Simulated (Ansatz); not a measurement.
Breaking the C4–H6 bond in C2H7B (SMILES BCC) (multiplicity 1 held, fragments rigid). Energies count from the point at 1.097 Å.
Geometry at that point (charge 0, multiplicity 1):
```xyz
10

B     -0.74512     1.00969     0.73932
H     -1.05554     1.26985     1.86306
H     -1.14246     1.71787    -0.13812
C      0.20448    -0.18372     0.45382
C      0.38209    -0.63740    -0.99729
H     -0.03169    -1.02979     1.11034
H      1.16987     0.17618     0.85720
H      0.67431     0.19820    -1.63621
H     -0.55096    -1.03918    -1.39764
H      1.14267    -1.41485    -1.09440
```

Signs of static correlation in cc-pVTZ, with CASSCF(2,2), from Ansatz (a quantum-chemistry and plane-wave program) runs.

```json
[
 {"R (Å)": "0.877", "T1 of restricted CCSD": "0.009", "largest double amplitude of restricted CCSD": "0.026", "CASSCF natural occupations": "1.99 0.01"},
 {"R (Å)": "0.987", "T1 of restricted CCSD": "0.009", "largest double amplitude of restricted CCSD": "0.027", "CASSCF natural occupations": "1.99 0.01"},
 {"R (Å)": "1.097", "T1 of restricted CCSD": "0.009", "largest double amplitude of restricted CCSD": "0.027", "CASSCF natural occupations": "1.98 0.02"},
 {"R (Å)": "1.206", "T1 of restricted CCSD": "0.009", "largest double amplitude of restricted CCSD": "0.028", "CASSCF natural occupations": "1.97 0.03"},
 {"R (Å)": "1.316", "T1 of restricted CCSD": "0.010", "largest double amplitude of restricted CCSD": "0.028", "CASSCF natural occupations": "1.96 0.04"},
 {"R (Å)": "1.480", "T1 of restricted CCSD": "0.011", "largest double amplitude of restricted CCSD": "0.027", "CASSCF natural occupations": "1.94 0.06"},
 {"R (Å)": "1.645", "T1 of restricted CCSD": "0.013", "largest double amplitude of restricted CCSD": "0.050", "CASSCF natural occupations": "1.91 0.09"},
 {"R (Å)": "1.919", "T1 of restricted CCSD": "___", "largest double amplitude of restricted CCSD": "0.127", "CASSCF natural occupations": "1.83 0.17"},
 {"R (Å)": "2.193", "T1 of restricted CCSD": "0.028", "largest double amplitude of restricted CCSD": "0.237", "CASSCF natural occupations": "1.71 0.29"},
 {"R (Å)": "2.522", "T1 of restricted CCSD": "0.042", "largest double amplitude of restricted CCSD": "0.371", "CASSCF natural occupations": "1.54 0.46"},
 {"R (Å)": "2.961", "T1 of restricted CCSD": "0.061", "largest double amplitude of restricted CCSD": "___", "CASSCF natural occupations": "1.33 0.67"},
 {"R (Å)": "3.509", "T1 of restricted CCSD": "0.079", "largest double amplitude of restricted CCSD": "0.724", "CASSCF natural occupations": "1.15 0.85"}
]
```

Complete the blanks.


- 1.919, T1 of restricted CCSD: 0.019
- 2.961, largest double amplitude of restricted CCSD: 0.545

Doubts at one or more of the structures used: a restricted determinant that unrestricted orbitals would lower (R-CCSD(T)/cc-pVTZ); other coupled-cluster roots lie near (R-CCSD(T)/cc-pVTZ); T1 above 0.05 (R-CCSD(T)/cc-pVTZ).
